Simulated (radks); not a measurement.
A nucleus of charge 43.25 with 43 electrons, 43 electrons, occupied as [Kr] 4d5 5s2.

Calculated with a radial shooting solver on a logarithmic mesh with Libxc functionals: scalar-relativistic Kohn-Sham, SCAN, spin-unpolarised, spherical densities, finite nucleus; meta-GGA in the generalised Kohn-Sham scheme; Fermi nuclear charge, rms radius 4.4112 fm.

Energy parts (eV):
| part | energy |
|---|---|
| total | -118285.074 |
| kinetic | 122185.045 |
| electron-nucleus | -284961.459 |
| Hartree | 48032.719 |
| exchange-correlation | -3541.380 |

Orbitals (lengths in bohr, moments of r in powers of bohr; <r^-3> diverges for s and p1/2; r(90%) holds 90 % of the orbital's charge):
orbital  occ.  eigenvalue (eV)      <r^4>     <r^2>  <r^-3>  r(90%)
1s          2        -21181.64  6.372e-06  0.001567       -  0.0611
2s          2        -3045.219   0.001165   0.02600       -   0.229
2p          6        -2723.112  0.0008368   0.02049    2826   0.211
3s          2        -540.8902    0.05780    0.1935       -   0.606
3p          6        -434.0559    0.06352    0.1977   481.0   0.622
3d         10        -262.3189    0.06740    0.1872   64.24   0.629
4s          2         -79.9894      2.339     1.244       -    1.52
4p          6         -50.5243      3.769     1.538   71.51    1.71
4d          5          -9.4492      23.98     3.384   5.193    2.69
5s          2          -7.0551      199.3     11.17       -    4.65

The highest occupied level is 5s at -7.055 eV. The density falls to 0.001 e/bohr^3 at r = 4.62 bohr.
